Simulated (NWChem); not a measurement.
Program: NWChem. System: HOSi, charge 0, spin multiplicity 2, at a geometry optimised with UPBE0/def2-SVP. The structure started from a generated list of species. Its SCF solution wasn't tested for a lower state. Level: UPBE/cc-pVQZ.

Part of the output:

```
             Northwest Computational Chemistry Package (NWChem) 7.3.0
             --------------------------------------------------------

                                NWChem Input Module
                                -------------------

 Scaling coordinates for geometry "geometry" by  1.889725989
 (inverse scale =  0.529177249)

 Turning off AUTOSYM since
 SYMMETRY directive was detected!

                             Geometry "geometry" -> ""
                             -------------------------

 Output coordinates in angstroms (scale by  1.889725989 to convert to a.u.)

  No.       Tag          Charge          X              Y              Z
 ---- ---------------- ---------- -------------- -------------- --------------
    1 O                    8.0000     0.48009400     0.92070600     0.00000000
    2 Si                  14.0000    -0.30788600    -0.40273400     0.00000000
    3 H                    1.0000     0.46965500    -1.72737200     0.00000000

 Effective nuclear repulsion energy (a.u.)      44.9010356348

            Nuclear Dipole moment (a.u.)
            ----------------------------
        X                 Y               Z
 ---------------- ---------------- ----------------
     0.0000056692    -0.0000000000     0.0000000000

      Symmetry information
      --------------------

 Group name             Cs
 Group number              2
 Group order               2
 No. of unique centers     3

      Symmetry unique atoms

     1    2    3


 Summary of "ao basis" -> "" (spherical)
 ------------------------------------------------------------------------------
       Tag                 Description            Shells   Functions and Types
 ---------------- ------------------------------  ------  ---------------------
 *                          cc-pvqz                   on all atoms

  pbe96 is a nonlocal functional; adding pw91lda local functional.

                                 NWChem DFT Module
                                 -----------------

 Summary of "ao basis" -> "ao basis" (spherical)
 ------------------------------------------------------------------------------
       Tag                 Description            Shells   Functions and Types
 ---------------- ------------------------------  ------  ---------------------
 O                          cc-pvqz                 15       55   5s4p3d2f1g
 Si                         cc-pvqz                 17       59   6s5p3d2f1g
[...]
 overlap   0.977  0.992  0.997  0.998  0.992  0.986  0.987  0.846  0.843  0.881

   alpha     21     22     23     24     25     26     27     28     29     30
    beta     21     22     23     24     25     26     28     27     29     31
 overlap   0.877  0.996  0.991  0.992  0.996  0.998  0.996  0.974  0.974  0.984

   alpha     31     32     33     34     35     36     37     38     39     40
    beta     30     32     33     34     35     36     37     38     39     40
 overlap   0.994  0.832  0.789  0.972  0.954  0.947  0.955  0.995  0.998  0.858

   alpha     41     42     43     44     45     46     47     48     49     50
    beta     41     42     43     44     45     46     47     48     49     50
 overlap   0.861  0.999  0.999  0.995  0.995  0.999  0.999  1.000  0.999  0.999

   alpha     51     52     53     54     55     56     57     58     59     60
    beta     51     53     52     54     55     56     57     58     59     60
 overlap   0.998  0.993  1.000  0.994  0.999  0.993  0.998  0.989  0.957  0.944

   alpha     61     62     63     64     65     66     67     68     69     70
    beta     61     63     62     64     66     65     67     68     69     70
 overlap   0.994  0.944  0.753  0.753  0.926  0.995  0.955  0.991  0.988  0.999

   alpha     71     72     73     74     75     76     77     78     79     80
    beta     71     72     73     74     75     76     77     78     79     81
 overlap   0.993  0.997  0.989  0.999  0.996  0.998  0.994  0.998  0.997  0.999

   alpha     81     82     83     84     85     86     87     88     89     90
    beta     80     82     83     84     85     86     87     88     89     90
 overlap   1.000  0.999  0.999  0.999  0.998  0.999  0.997  0.999  1.000  1.000

   alpha     91     92     93     94     95     96     97     98     99    100
    beta     91     92     93     94     95     96     97     98     99    100
 overlap   1.000  0.992  0.992  0.999  0.999  1.000  1.000  0.999  0.999  1.000

   alpha    101    102    103    104    105    106    107    108    109    110
    beta    101    102    103    104    105    106    107    108    109    110
 overlap   1.000  1.000  1.000  1.000  1.000  1.000  1.000  1.000  0.999  0.999

   alpha    111    112    113    114    115    116    117    118    119    120
    beta    111    112    113    114    115    116    117    118    119    120
 overlap   1.000  1.000  1.000  1.000  1.000  1.000  0.997  0.974  0.988  0.971

   alpha    121    122    123    124    125    126    127    128    129    130
    beta    122    121    123    125    124    126    127    128    129    130
 overlap   0.801  0.798  0.987  0.992  0.989  1.000  1.000  1.000  1.000  1.000

   alpha    131    132    133    134    135    136    137    138    139    140
    beta    131    132    133    134    135    136    137    138    139    140
 overlap   0.999  0.999  0.997  0.999  0.997  1.000  1.000  0.998  0.999  0.997

   alpha    141    142    143    144
    beta    141    142    143    144
 overlap   0.999  0.999  1.000  1.000

     --------------------------
     Expectation value of S2:
     --------------------------
      <S2> =      0.7543 (Exact =     0.7500)

 center of mass
 --------------
 x =  -0.01938117 y =   0.07219748 z =   0.00000000

 moments of inertia (a.u.)
 ------------------
          75.128390384650         -34.779296634673           0.000000000000
         -34.779296634673          23.412899430580           0.000000000000
           0.000000000000           0.000000000000          98.541289815230

     Multipole analysis of the density
     ---------------------------------

     L   x y z        total         alpha         beta         nuclear
     -   - - -        -----         -----         ----         -------
     0   0 0 0     -0.000000    -12.000000    -11.000000     23.000000

     1   1 0 0     -0.504957      0.152201     -0.657163      0.000006
     1   0 1 0     -1.074895     -0.076546     -0.998349     -0.000000
     1   0 0 1     -0.000000     -0.000000     -0.000000      0.000000

     2   2 0 0    -14.290468    -15.498797    -10.903331     12.111660
     2   1 1 0     -0.600360     -8.658296     -7.872156     15.930092
     2   1 0 1     -0.000000     -0.000000     -0.000000      0.000000
     2   0 2 0    -15.000896    -31.306525    -26.676186     42.981815
     2   0 1 1     -0.000000     -0.000000     -0.000000      0.000000
     2   0 0 2    -12.610226     -6.974510     -5.635716      0.000000

 Task  times  cpu:       10.2s     wall:       10.2s

 Total times  cpu:       10.3s     wall:       10.3s
```

Task: Write an NWChem input that would produce this output.

Result: One answer among several that fit: 
```
start mol
memory heap 200 mb stack 900 mb global 1100 mb
geometry units angstroms nocenter noautoz
  O      0.480094     0.920706     0.000000
  Si    -0.307886    -0.402734     0.000000
  H      0.469655    -1.727372     0.000000
  symmetry group Cs
end
basis spherical
  * library cc-pvqz
end
dft
  xc xpbe96 cpbe96
  odft
  mult 2
  semidirect memsize 60000000 filesize 0
  iterations 100
end
task dft energy
```
